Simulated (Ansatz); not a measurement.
```yaml
crystal:
  periodic: [false, false, false]
  atoms:
    - {symbol: N, position_ang: [-1.098783, 0.471839, -0.928735]}
    - {symbol: In, position_ang: [0.284198, 0.305679, 0.510005]}
    - {symbol: O, position_ang: [1.322556, -1.354188, 0.151499]}
    - {symbol: H, position_ang: [-1.323511, -0.354586, -1.461461]}
    - {symbol: H, position_ang: [-1.921445, 1.036919, -0.791943]}
    - {symbol: H, position_ang: [0.678590, 1.380110, 1.768491]}
    - {symbol: H, position_ang: [2.058395, -1.485764, 0.752145]}
basis:
  gaussian: {orbitals: x2c-TZVPPall}
hamiltonian: {xc: {name: LC-wPBE}}
```

```sh
$ ansatz run in.yaml --threads 2 --pin off --events-out ev --progress --plain --max-ram 22528MiB --backend cpu
```

Output, abridged:

```
Functional definition: LC-wPBE
  name "LC-wPBE"
  cite "Vydrov & Scuseria, J. Chem. Phys. 125, 234109 (2006) doi:10.1063/1.2409292"
  cite "Heyd & Scuseria, J. Chem. Phys. 120, 7274 (2004) doi:10.1063/1.1668634"
  cite "Ernzerhof & Perdew, J. Chem. Phys. 109, 3313 (1998) doi:10.1063/1.476928"
  cite "Perdew, Burke & Ernzerhof, Phys. Rev. Lett. 77, 3865 (1996) doi:10.1103/PhysRevLett.77.3865"
  parent pbe
  parameter omega = 0.4/bohr
  exchange = pbe_x_sr(omega) + exact_x_lr(omega)
  correlation = pbe_c
1095 factors; their error is unknown
296 factors; integrals over basis functions are off by at most 5.6e-5 eV
mean field evaluation 1: about -163613.7948 eV, gradient 7.6e1 eV
mean field evaluation 2: about -163607.7329 eV, gradient 9.6e1 eV
mean field evaluation 4: about -163623.9564 eV, gradient 4.8e0 eV
mean field evaluation 8: about -163623.9942 eV, gradient 5.9e-2 eV
mean field evaluation 16: about -163623.9849 eV, gradient 4.1e-5 eV
mean field -163623.98492894 eV, -6013.0705378182 hartree, gradient 4.1e-5 eV, S^2 0.000000; 0 other end points of the search recorded, 0 dependent functions left out
reference -163623.98492895 eV, -6013.0705378184 hartree; 34, 34 occupied and 144, 144 virtual orbitals, 1095 factors
Total energy: -163623.98492895 eV, -6013.0705378184 hartree
Relativity: scalar
```

It took 2.9 s on 2 threads of an AMD EPYC 7R13 on a shared host, with 0.35 GiB of host memory at the peak.
